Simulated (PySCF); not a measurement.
Frontier levels across methods

Compound: C3H8BN.
Structure used (PBE0-D3(BJ)/def2-SVP), in Å, numbered top down from 1:
```xyz
13
C3H8BN angstrom
B      1.5891    0.6129    0.4867
N      0.5583   -0.2716    0.2416
C      0.0995   -1.4302   -0.4404
C     -0.8078   -0.6168    0.4358
C     -1.8782    0.2688   -0.1386
H      2.6651    0.4143   -0.0298
H      1.3819    1.5586    1.2137
H      0.4560   -2.4041   -0.0829
H     -0.0245   -1.3585   -1.5279
H     -1.0413   -1.0493    1.4192
H     -2.0566    1.1363    0.5150
H     -1.5809    0.6447   -1.1286
H     -2.8270   -0.2797   -0.2415
```

Basis pcSseg-2 throughout (PySCF), one geometry. Geometry: PBE0-D3(BJ)/def2-SVP; no solvent, vibrations or thermal averaging.

Problem. How do the orbital energies, the gap and the dipole change with the method?

Solution. 
```csv
method,kind,HOMO (eV),LUMO (eV),gap (eV),μ (D),SCF cycles
B97-2,global hybrid,-7.49,-0.13,7.36,2.32,13
PBE0,global hybrid,-7.76,-0.13,7.63,2.35,13
mPW1PW91,global hybrid,-7.78,-0.14,7.64,2.34,13
BHandHLYP,global hybrid,-8.92,0.68,9.60,2.25,12
CAM-B3LYP,range-separated hybrid,-9.13,0.79,9.92,2.35,12
wB97X-D,range-separated hybrid,-9.61,1.62,11.23,2.35,13
LC-wPBE,range-separated hybrid,-10.52,1.89,12.41,2.31,12
```

The HOMO spans 3.03 eV, from B97-2 down to LC-wPBE, and the gap runs from 7.36 eV (B97-2) to 12.41 eV (LC-wPBE). Over the methods B97-2 (21 %), PBE0 (25 %), mPW1PW91 (25 %), BHandHLYP (50 %), a straight line through the gap against the share of exact exchange rises by 0.78 eV for each 10 % (correlation coefficient 1.000). The dipole ranges from 2.25 D (BHandHLYP) to 2.35 D (PBE0). This basis has no diffuse functions.
